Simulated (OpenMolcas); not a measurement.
## Cl2+, Br2+, I2+: ns2 np3 down the group

```yaml
Program: OpenMolcas 26.06
Method: MS-RASPT2, IPEA 0.25 Eh, imaginary shift 0.1 Eh
Basis: ANO-R2
Scalar_Hamiltonian: X2C, finite nucleus
Spin-orbit_coupling: RASSI with atomic mean-field integrals over the reference wave functions, term energies averaged over their components
```

Active space for each ion: 5 electrons in 9 orbitals (RAS2 s p; RAS3 d, at most 2 electrons); closed shells correlated by CASPT2: Cl2+ 2s 2p; Br2+ 3d; I2+ 4d.

Computed levels in cm-1 above 4S* 3/2:

| Level | Cl2+ | Br2+ | I2+ |
| --- | --- | --- | --- |
| 2D* 3/2 | 18840 | 16030 | 12460 |
| 2D* 5/2 | 18890 | 16850 | 15130 |
| 2P* 1/2 | 31010 | 28160 | 25010 |
| 2P* 3/2 | 31060 | 29240 | 29120 |
| weight of 4S* in the lowest level (%) | 100 | 99 | 93 |

Measured, with the error of the calculation in %. Measured levels: Cl2+ from Moore, Atomic Energy Levels, vol. I, NSRDS-NBS 35 (1971 reprint of NBS Circular 467, 1949); Br2+ from Moore, Atomic Energy Levels, vol. II, NSRDS-NBS 35 (1971 reprint of NBS Circular 467, 1952).

```csv
Level,Cl2+,Br2+
2D* 3/2,18053 (+4.4),
2D* 5/2,18120 (+4.2),
2P* 1/2,29812 (+4.0),26915 (+4.6)
2P* 3/2,29907 (+3.9),28579 (+2.3)
```

Without spin-orbit coupling 2D* lies 18870, 16550, 13640 cm-1 above 4S* in that order; the difference to the level 2D* 3/2, of either sign, comes from spin-orbit coupling, which also lowers the zero.

CASPT2 breaks the degeneracy within a term, and the mean is taken; among the terms shown or strongly mixed into the levels shown the widest spread is 32 cm-1 (5s2 5p3 2D*, I2+). The run also gave levels led by 3s2 3p2 3d, which use shells meant for correlation; these and all levels above them are left out (holds for Cl2+). The run also gave levels led by 4s2 4p2 4d, which use shells meant for correlation; these and all levels above them are left out (holds for Br2+). The run also gave levels led by 5s2 5p2 5d, which use shells meant for correlation; these and all levels above them are left out (holds for I2+). Computed and measured levels are paired by configuration, term and J; levels that our copy of the source lacks, or whose pairing is in doubt (as where it misses far off the trend of its configuration), stay unpaired and out of the deviations. Only configurations of the active space appear.

* marks odd parity.
